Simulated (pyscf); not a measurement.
Structures and frequencies: ωB97X-D3(BJ)/def2-SVP in PySCF.

Q: What is the homolytic dissociation enthalpy (298 K, ωB97M-D3(BJ)/def2-TZVP) of the O–Si bond of HO–Si(OH)(F)–O–Si(Cl)(Cl)–Cl (SMILES O[Si](O)(F)O[Si](Cl)(Cl)Cl), to •O–Si(OH)(OH)–F + Cl–Si•(Cl)–Cl?

A: O–Si to •O–Si(OH)(OH)–F + Cl–Si•(Cl)–Cl: 5.97 eV. The 7 functionals that were run give +5.41 (PBE) to +5.99 eV (ωB97X-D3(BJ)). Other isomers of •O–Si(OH)(OH)–F were not searched in full and may lie lower.
